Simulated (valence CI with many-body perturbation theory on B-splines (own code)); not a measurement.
## Sensitivity of CI+MBPT for I¹⁴⁺

Computed by configuration interaction combined with many-body perturbation theory (CI+MBPT): three valence electrons over a frozen Dirac-Fock core [Kr], radial functions for each j: 6 s, 6 p, 5 d, 5 f, 1 g, with the one-electron correlation potential Σ1 (screened to all orders), the two-electron term Σ2, the three-electron term Σ3, Breit, model QED; selected single and double excitations, second order for the rest (own B-spline code, finite nucleus).

No measured spectrum was set against this ion. As an estimate, terms of the open shell hold to 2 to 4 % of their energy, and close levels can change places. Only levels of the ground parity were solved; by the run's estimate the other parity begins above the list, which can be wrong where configurations are misplaced.

The reference run has the lowest level 4d³ ⁴F_3/2 and an ionisation energy of 336.317 eV. Its largest variational space holds 2747 state functions.

Names give the largest LS component (configuration and term), which can be under half, so a name can repeat, a term be missing and a line seem to break the LS rules; names also repeat where a configuration has a term twice. Letters in brackets count levels of one name in rising energy.

Changed runs:
A. QED terms on → off; screening of Σ1 on → off
B. cutoff of virtual states (hartree) 5618 → 480; scale of Σ2 1 → 0.8
C. averaging of valence orbitals over low configurations on → off; scale of Σ1 1 → 0; scale of Σ2 1 → 0; three-electron term on → off
D. factor on the speed of light 1 → 0.9 (bad on purpose)

Excitation energies of the reference run in cm⁻¹, and shifts in cm⁻¹:

```tsv
Level	Reference	A	B	C	D
4d³ ⁴F_5/2	9731	+12	-27	-373	+3165
4d³ ⁴F_7/2	18194	+18	-7.4	-386	+4656
4d³ ⁴F_9/2	24390	+19	+82	+89	+4581
4d³ ⁴P_3/2	27171	+3.1	+76	+364	+1917
4d³ ⁴P_1/2	30627	+7.9	+120	+509	+2902
4d³ ²G_7/2	40038	+22	+253	+1417	+5538
4d³ ²H_9/2	41266	+24	+397	+1901	+6023
4d³ ⁴P_5/2	43041	+18	+70	+240	+5813
4d³ ²D_3/2 [a]	49453	+19	-53	-231	+6532
4d³ ²P_1/2	52744	+20	-31	-670	+6777
4d³ ²H_11/2	55881	+31	+617	+2899	+6973
4d³ ²D_5/2 [a]	61182	+24	+56	+535	+7513
Ionisation energy (eV)	336.317	+0.187	-0.286	-3.448	-0.326
```
